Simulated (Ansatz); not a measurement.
Ideal-gas functions of CH₄BrSn, SMILES `[CH3][SnH][Br]` radical at 400 K and 1 bar, from an Ansatz frequency run at PBE0-D4/def2-TZVP.

Molar mass 214.66 g/mol, point group C1 (symmetry number 1), electronic degeneracy 2, moments of inertia 62.24, 349.319, 404.031 u Å². Harmonic wavenumbers (cm⁻¹, unscaled): 79, 111, 245, 435, 501, 512, 734, 778, 1189, 1435, 1445, 1821, 3066, 3167, 3184.

Use S(trans) = R[1.5 ln M + 2.5 ln T − 1.1517]; rotational temperatures θ = 24.2544 K / I; S(rot) = R[ln(√π/σ · √(T³/θAθBθC)) + 1.5]; for each mode x = 1.438777 ν̃/T, S = R[x/(eˣ − 1) − ln(1 − e⁻ˣ)] and H = RT x/(eˣ − 1); 1 cm⁻¹ = 0.0119627 kJ/mol; R = 8.31446 J/(mol·K).

Q: By hand: the entropy, in J/(mol·K).

A: Translation 181.9. Rotation: θ = 0.3897, 0.0694, 0.06 K, giving 118.7. Vibration, mode by mode: 18.80, 16.00, 9.63, 5.39, 4.46, 4.32, 2.30, 2.03, 0.62, 0.30, 0.29, 0.09, 0.00, 0.00, 0.00, in all 64.2. Electronic 5.8. Sum 370.6 J/(mol·K).

Q: By hand: H − E and G − E in kJ/mol, counted from the electronic energy.

A: Zero-point energy ½ × 18702 × 0.0119627 = 111.9; thermal vibration 13.1; translation, rotation and pV give 4 RT = 13.3. H − E = 138.3 kJ/mol, and G − E = 138.3 − 400 × 370.6/1000 = -9.9 kJ/mol.

Vibration gives 17 % of the entropy, 34.8 J/(mol·K) of it from the modes under 150 cm⁻¹: soft modes count most, and the harmonic formula is weakest for them. The sum counts one conformer and one mirror image; others add a mixing term.
